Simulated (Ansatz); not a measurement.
Species: C3H7N, SMILES `C1CC1N` (H–N–C–C torsion 24°) (charge 0, multiplicity 1), formula C3H7N.

How many basis functions does frozen-core CCSD(T)/def2-TZVPP // TPSSh-D3(BJ)/def2-TZVP (Ansatz, a quantum-chemistry and plane-wave program) use, how many core orbitals are frozen, and how many electrons are correlated?

222 basis functions and 4 frozen orbitals, which leaves 24 correlated electrons. Core time is of the order of minutes.
